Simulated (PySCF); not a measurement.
CH$_{7}$BN$_{2}$, singlet, at a GFN2-xTB geometry. Base run: PBE/6-31G*, polarisability (PySCF).

Here is a job for PySCF.
```python
from pyscf import gto, scf, dft
from pyscf.prop import polarizability

mol = gto.M(
    atom='''
B     0.038256    0.037038   -0.001612
C    -1.173442   -0.997508   -0.042979
H    -0.874165   -1.938836   -0.499176
H    -2.024635   -0.620160   -0.603750
H    -1.523547   -1.232125    0.960273
N    -0.077256    1.300823   -0.602840
H     0.656989    1.986443   -0.600951
H    -0.904810    1.610249   -1.077524
N     1.235690   -0.314587    0.644073
H     2.033865    0.291795    0.707070
H     1.376636   -1.201159    1.091357
''',
    basis='6-31g*',
    charge=0,
    spin=0,
    verbose=3,
)

mf = dft.RKS(mol)
mf.xc = 'pbe'
mf.kernel()
alpha = mf.Polarizability().polarizability()[2, 2]
print('alpha_zz =', alpha)
```

Each row names what was changed in the base input (with any setting that the change needs).

```csv
change,alpha_zz (bohr³),basis functions,core-seconds (rough)
base,28.83,70,10
basis = cc-pVDZ,31.85,91,10
finite field (a.u.) = 2e-4; conv_tol = 1e-11,28.83,70,20
finite field (a.u.) = 0.001; conv_tol = 1e-11,28.83,70,20
finite field (a.u.) = 2e-4; conv_tol = 1e-6,38.65,70,7
finite field (a.u.) = 0.001; conv_tol = 1e-6,29.20,70,9
basis = def2-SVP,31.51,91,20
functional = pbe0,28.22,70,20
basis = def2-SVPD,42.11,136,30
functional = camb3lyp,…,70,30
finite field (a.u.) = 0.005; conv_tol = 1e-11,28.83,70,10
finite field (a.u.) = 0.02; conv_tol = 1e-11,28.85,70,20
```

**Question.** What belongs in the gaps?

**Answer.** 
- functional = camb3lyp, alpha_zz (bohr³): 27.86

Finite-field rows take the second difference of the energy in a field along z; a small field with loose convergence shows SCF noise divided by the square of the field, and a large one adds hyperpolarisability.
